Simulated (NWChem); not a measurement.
All runs are NWChem calculations. System: trisilylamine (H9NSi3), charge 0, spin multiplicity 1, at a geometry optimised with PBE0/def2-SVP. Level: BLYP/def2-TZVP.

The NWChem input:

```
start mol
memory heap 200 mb stack 900 mb global 1100 mb
geometry units angstroms nocenter noautoz
  Si    -1.687787     0.486766     0.000000
  N     -0.019468    -0.071952     0.000000
  Si     0.846802    -0.232618     1.522776
  Si     0.846802    -0.232618    -1.522776
  H     -2.370868    -0.026452     1.224851
  H     -1.793327     1.980497     0.000000
  H     -2.370868    -0.026452    -1.224851
  H     -0.106832    -0.687578     2.578222
  H      1.943058    -1.232314     1.353323
  H      1.458733     1.057224     1.974839
  H      1.458733     1.057224    -1.974839
  H      1.943058    -1.232314    -1.353323
  H     -0.106832    -0.687578    -2.578222
  symmetry group Cs
end
basis spherical
  * library def2-tzvp
end
dft
  xc becke88 lyp
  semidirect memsize 60000000 filesize 0
  iterations 100
end
task dft energy
```

NWChem printed:

```
             Northwest Computational Chemistry Package (NWChem) 7.3.0
             --------------------------------------------------------

                                NWChem Input Module
                                -------------------

 Scaling coordinates for geometry "geometry" by  1.889725989
 (inverse scale =  0.529177249)

 Turning off AUTOSYM since
 SYMMETRY directive was detected!

                             Geometry "geometry" -> ""
                             -------------------------

 Output coordinates in angstroms (scale by  1.889725989 to convert to a.u.)

  No.       Tag          Charge          X              Y              Z
 ---- ---------------- ---------- -------------- -------------- --------------
    1 Si                  14.0000    -1.68778700     0.48676600     0.00000000
    2 N                    7.0000    -0.01946800    -0.07195200     0.00000000
    3 Si                  14.0000     0.84680200    -0.23261800     1.52277600
    4 Si                  14.0000     0.84680200    -0.23261800    -1.52277600
    5 H                    1.0000    -2.37086800    -0.02645200     1.22485100
    6 H                    1.0000    -1.79332700     1.98049700     0.00000000
    7 H                    1.0000    -2.37086800    -0.02645200    -1.22485100
    8 H                    1.0000    -0.10683200    -0.68757800     2.57822200
    9 H                    1.0000     1.94305800    -1.23231400     1.35332300
   10 H                    1.0000     1.45873300     1.05722400     1.97483900
   11 H                    1.0000     1.45873300     1.05722400    -1.97483900
   12 H                    1.0000     1.94305800    -1.23231400    -1.35332300
   13 H                    1.0000    -0.10683200    -0.68757800    -2.57822200

 Effective nuclear repulsion energy (a.u.)     289.1172669794

            Nuclear Dipole moment (a.u.)
            ----------------------------
        X                 Y               Z
 ---------------- ---------------- ----------------
     0.0000321253     0.0000245664     0.0000000000

      Symmetry information
      --------------------
[...]
   150     -0.105454   6 H  s                43      0.094122   2 N  px

 Vector   30  Occ=0.000000D+00  E=-4.025148D-02  Symmetry=a'
              MO Center=  1.6D-02,  7.3D-02, -9.4D-15, r^2= 7.5D+00
   Bfn.  Coefficient  Atom+Function         Bfn.  Coefficient  Atom+Function
  ----- ------------  ---------------      ----- ------------  ---------------
    42      1.046052   2 N  s                18     -0.512133   1 Si px
    88      0.449378   3 Si pz              125     -0.449378   4 Si pz
    86      0.243699   3 Si px              123      0.243699   4 Si px
    15     -0.209444   1 Si px               40      0.189084   2 N  s
    85      0.185504   3 Si pz              122     -0.185504   4 Si pz

 Vector   31  Occ=0.000000D+00  E=-4.228844D-03  Symmetry=a'
              MO Center=  6.0D-01,  7.5D-02, -1.4D-11, r^2= 6.7D+00
   Bfn.  Coefficient  Atom+Function         Bfn.  Coefficient  Atom+Function
  ----- ------------  ---------------      ----- ------------  ---------------
    86      0.806011   3 Si px              123      0.806011   4 Si px
   163      0.722145   8 H  s               193      0.722145  13 H  s
     5      0.602358   1 Si s                19     -0.569280   1 Si py
   169     -0.499702   9 H  s               187     -0.499702  12 H  s
   151      0.321136   6 H  s                73     -0.303958   3 Si s

 Vector   32  Occ=0.000000D+00  E=-3.905845D-03  Symmetry=a"
              MO Center= -5.0D-01,  3.8D-01,  1.4D-11, r^2= 6.7D+00
   Bfn.  Coefficient  Atom+Function         Bfn.  Coefficient  Atom+Function
  ----- ------------  ---------------      ----- ------------  ---------------
    20      0.922394   1 Si pz              145     -0.709700   5 H  s
   157      0.709700   7 H  s               169      0.545049   9 H  s
   187     -0.545049  12 H  s                73     -0.531261   3 Si s
   110      0.531261   4 Si s                88      0.502583   3 Si pz
   125      0.502583   4 Si pz               87      0.450288   3 Si py

------------------------------------------------------------
EAF file 0: "./mol.aoints.0" size=524288 bytes
------------------------------------------------------------
               write      read    awrite     aread      wait
               -----      ----    ------     -----      ----
     calls:        1         7         0         0         0
   data(b): 5.24e+05  3.67e+06  0.00e+00  0.00e+00
   time(s): 0.00e+00  0.00e+00  0.00e+00  0.00e+00  0.00e+00
rate(mb/s): 0.00e+00  0.00e+00
------------------------------------------------------------

 center of mass
 --------------
 x =  -0.00096400 y =  -0.00355618 z =  -0.00000000

 moments of inertia (a.u.)
 ------------------
         634.483775579699         139.306671977410           0.000000000000
         139.306671977410        1085.749903269598           0.000000000000
           0.000000000000           0.000000000000         593.751771472857

     Multipole analysis of the density
     ---------------------------------

     L   x y z        total         alpha         beta         nuclear
     -   - - -        -----         -----         ----         -------
     0   0 0 0     -0.000000    -29.000000    -29.000000     58.000000

     1   1 0 0     -0.011784     -0.005908     -0.005908      0.000032
     1   0 1 0     -0.041789     -0.020907     -0.020907      0.000025
     1   0 0 1      0.000000      0.000000      0.000000      0.000000

     2   2 0 0    -38.813095   -173.407079   -173.407079    308.001064
     2   1 1 0     -0.189110     39.171647     39.171647    -78.532403
     2   1 0 1     -0.000000     -0.000000     -0.000000      0.000000
     2   0 2 0    -39.429918    -46.516623    -46.516623     53.603328
     2   0 1 1     -0.000000     -0.000000     -0.000000      0.000000
     2   0 0 2    -38.795340   -184.890844   -184.890844    330.986348

 Task  times  cpu:       18.2s     wall:       18.2s

 Total times  cpu:       18.2s     wall:       18.2s
```
